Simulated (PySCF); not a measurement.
## Mayer bond orders and bond lengths

C₈H₁₄.
Atom-mapped SMILES: `[CH2:1]=[C:2]=[C:3]([CH2:4][CH3:5])[CH2:6][CH2:7][CH3:8]` (hydrogens: H9, H10 on C1; H11, H12 on C4; H13, H14, H15 on C5; H16, H17 on C6; H18, H19 on C7; H20, H21, H22 on C8)

Structure used (GFN2-xTB), in Å, numbered top down from 1:
```xyz
22
C8H14 angstrom
C      1.097    2.343   -0.416
C      0.821    1.087   -0.256
C      0.545   -0.173   -0.100
C      1.615   -1.239   -0.083
C      3.001   -0.713   -0.431
C     -0.867   -0.676    0.076
C     -1.893    0.438    0.257
C     -3.299   -0.118    0.440
H      1.304    2.994    0.420
H      1.134    2.799   -1.393
H      1.332   -2.026   -0.789
H      1.636   -1.693    0.913
H      3.731   -1.519   -0.402
H      3.001   -0.279   -1.428
H      3.303    0.056    0.275
H     -1.134   -1.279   -0.799
H     -0.894   -1.341    0.945
H     -1.868    1.095   -0.615
H     -1.618    1.038    1.127
H     -3.595   -0.704   -0.428
H     -4.016    0.689    0.569
H     -3.346   -0.760    1.318
```

Bond orders from the PBE0/pcSseg-1 density (PySCF). Isolated species at its GFN2-xTB geometry (one conformer only).

(1) Where do the orders between heavy atoms depart from those drawn in the SMILES?

(2) Set the Mayer orders of the bonds beside their lengths.

Answers

(1) The largest departure is 0.193, at C2–C3 (drawn double, 1.807).

(2) 
```json
{"bond": "C1–C2", "drawn as": "double", "length (Å)": "1.295", "Mayer order": "2.118"}
{"bond": "C2–C3", "drawn as": "double", "length (Å)": "1.299", "Mayer order": "1.807"}
{"bond": "C3–C4", "drawn as": "single", "length (Å)": "1.511", "Mayer order": "1.044"}
{"bond": "C4–C5", "drawn as": "single", "length (Å)": "1.523", "Mayer order": "1.089"}
{"bond": "C3–C6", "drawn as": "single", "length (Å)": "1.510", "Mayer order": "1.050"}
{"bond": "C6–C7", "drawn as": "single", "length (Å)": "1.525", "Mayer order": "1.050"}
{"bond": "C7–C8", "drawn as": "single", "length (Å)": "1.524", "Mayer order": "1.065"}
{"bond": "C1–H9", "drawn as": "single", "length (Å)": "1.079", "Mayer order": "0.900"}
{"bond": "C1–H10", "drawn as": "single", "length (Å)": "1.079", "Mayer order": "0.901"}
{"bond": "C4–H11", "drawn as": "single", "length (Å)": "1.094", "Mayer order": "0.937"}
{"bond": "C4–H12", "drawn as": "single", "length (Å)": "1.095", "Mayer order": "0.932"}
{"bond": "C5–H13", "drawn as": "single", "length (Å)": "1.088", "Mayer order": "0.961"}
{"bond": "C5–H14", "drawn as": "single", "length (Å)": "1.087", "Mayer order": "0.964"}
{"bond": "C5–H15", "drawn as": "single", "length (Å)": "1.087", "Mayer order": "0.961"}
{"bond": "C6–H16", "drawn as": "single", "length (Å)": "1.096", "Mayer order": "0.929"}
{"bond": "C6–H17", "drawn as": "single", "length (Å)": "1.095", "Mayer order": "0.935"}
{"bond": "C7–H18", "drawn as": "single", "length (Å)": "1.092", "Mayer order": "0.944"}
{"bond": "C7–H19", "drawn as": "single", "length (Å)": "1.092", "Mayer order": "0.950"}
{"bond": "C8–H20", "drawn as": "single", "length (Å)": "1.088", "Mayer order": "0.967"}
{"bond": "C8–H21", "drawn as": "single", "length (Å)": "1.087", "Mayer order": "0.967"}
{"bond": "C8–H22", "drawn as": "single", "length (Å)": "1.088", "Mayer order": "0.967"}
```

Bonds between the same two heavy elements. C–C: lowest C3–C4 (1.044, 1.511 Å), highest C1–C2 (2.118, 1.295 Å); in 3 of the 21 pairs the longer bond (by over 0.003 Å) has the higher order (by 0.02 or more).

Q: Sum the orders of all bonds at each heavy atom with more than one neighbour and set the sums beside the valence in the SMILES.

A: C1 3.919 (drawn 4), C2 3.925 (drawn 4), C3 3.901 (drawn 4), C4 4.002 (drawn 4), C5 3.975 (drawn 4), C6 3.964 (drawn 4), C7 4.009 (drawn 4), C8 3.966 (drawn 4). Orders between atoms that aren't bonded are not in these sums.

For a closed shell the Mayer order of atoms A and B is Σ (PS)μν (PS)νμ over the basis functions μ on A and ν on B, with P the density and S the overlap matrix.
